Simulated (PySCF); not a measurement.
## Fractional electron number in W⁻ (tungsten, charge -1)

The 5d alpha orbital of [Xe] 4f14 5d5 6s2 is emptied in steps (occupation f), with all orbitals relaxed, ending at [Xe] 4f14 5d4 6s2. Calculation: PySCF 2.14, in aug-cc-pVDZ-PP with ECP60MDF (5s5p4d2f, 54 functions); a scalar-relativistic core potential. The exact energy is a straight line in f; departures are measured from the line between the end points of the same method.

```csv
f,TPSS (eV)
1,0.000
0.9,-0.264
0.7,-0.637
0.5,-0.781
0.3,-0.673
0.1,-0.294
0,0.000
```

Q: For TPSS, how does the orbital energy at f = 1 compare with the removal energy?

A: −ε = -1.290 eV against a total-energy difference of 1.589 eV. By Janak's theorem ε = ∂E/∂f, so the gap between them reflects the curvature. Along the path −ε is -0.806 (f = 0.9), 0.275 (f = 0.7), 1.484 (f = 0.5), 2.795 (f = 0.3), 4.178 (f = 0.1) eV.

At f = 1 the orbital energy is positive for TPSS: only the finite basis holds the electron.

Reference removal energy between the ground levels: 0.817 eV (measured; photodetachment measurements, as compiled on the Wikipedia data page of electron affinities). The calculation has no spin-orbit coupling. The determinant left behind need not be the lowest term of the ion.
